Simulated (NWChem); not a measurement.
System meant: SnN₂H₆; SMILES [NH2][SnH2][NH2]

Here is an NWChem input.

```
start job
memory heap 200 mb stack 900 mb global 1100 mb
geometry units angstroms noautoz
  Sn     0.263986    -0.013221    -0.000360
  N     -0.856698    -1.715327     0.073758
  N     -0.954104     1.635157    -0.018362
  H      1.160329     0.110336     1.452361
  H      1.253624    -0.183761    -1.397580
  H     -1.642327    -1.642328     0.718096
  H     -1.232563    -1.988226    -0.832380
  H     -0.501068     2.472579     0.343783
  H     -1.332473     1.866996    -0.934859
end
basis spherical
  * library def2-svp
end
dft
  xc xpbe96 cpbe96
  iterations 150
  mulliken
end
task dft energy
```

End of the output:

```
             Grid Information
             ----------------
          Grid used for XC integration:  medium
          Radial quadrature: Mura-Knowles
          Angular quadrature: Lebedev.
          Tag              B.-S. Rad. Rad. Pts. Rad. Cut. Ang. Pts.
          ---              ---------- --------- --------- ---------
          Sn                  1.45      123           9.0       590
          N                   0.65       49          11.0       434
          H                   0.35       45          12.0       434
          Grid pruning is: on
          Number of quadrature shells:   491
          Spatial weights used:  Erf1

          Convergence Information
          -----------------------
          Convergence aids based upon iterative change in
          total energy or number of iterations.
          Levelshifting, if invoked, occurs when the
          HOMO/LUMO gap drops below (HL_TOL):  1.00D-02
          DIIS, if invoked, will attempt to extrapolate
          using up to (NFOCK): 10 stored Fock matrices.

                    Damping( 0%)  Levelshifting(0.5)       DIIS
                  --------------- ------------------- ---------------
          dE  on:    start            ASAP                start
          dE off:    2 iters        150 iters           150 iters

      Screening Tolerance Information
      -------------------------------
          Density screening/tol_rho:  1.00D-10
          AO Gaussian exp screening on grid/accAOfunc:  14
          CD Gaussian exp screening on grid/accCDfunc:  20
          XC Gaussian exp screening on grid/accXCfunc:  20
          Schwarz screening/accCoul:  1.00D-08

      Superposition of Atomic Density Guess
      -------------------------------------

      charge =      50.0 Sn (Tin)

      symmetry species            s     p     d     f
      number of basis functions =10     7     6
      number of cont. functions = 4     4     2
      number of closed shells   = 5     3     2
      number of open shells     = 0     1     0
      open shell occupation     = 0     2     0
 ------------------------------------------------------------------------
 atomscf:atomd: error in atom scf                   0
 ------------------------------------------------------------------------
 ------------------------------------------------------------------------
  current input line :
    22: task dft energy
 ------------------------------------------------------------------------
 ------------------------------------------------------------------------
 This error has not yet been assigned to a category
 ------------------------------------------------------------------------
 For more information see the NWChem manual at https://nwchemgit.github.io

0:atomscf:atomd: error in atom scf:Received an Error in Communication
```

Question: Find the fault in this run and fix the input.

Answer: The program stopped with an error. Cause: the def2 basis of a heavy element holds valence functions alone and wants its effective core potential (without it all electrons must fit into that basis). This input runs:
```
start job
memory heap 200 mb stack 900 mb global 1100 mb
geometry units angstroms noautoz
  Sn     0.263986    -0.013221    -0.000360
  N     -0.856698    -1.715327     0.073758
  N     -0.954104     1.635157    -0.018362
  H      1.160329     0.110336     1.452361
  H      1.253624    -0.183761    -1.397580
  H     -1.642327    -1.642328     0.718096
  H     -1.232563    -1.988226    -0.832380
  H     -0.501068     2.472579     0.343783
  H     -1.332473     1.866996    -0.934859
end
basis spherical
  Sn library def2-svp
  N library def2-svp
  H library def2-svp
end
ecp
  Sn library def2-ecp
end
dft
  xc xpbe96 cpbe96
  iterations 150
  mulliken
end
task dft energy
```
It converges to -327.15424 Ha (PBE/def2-SVP with def2 effective core potentials on Sn).
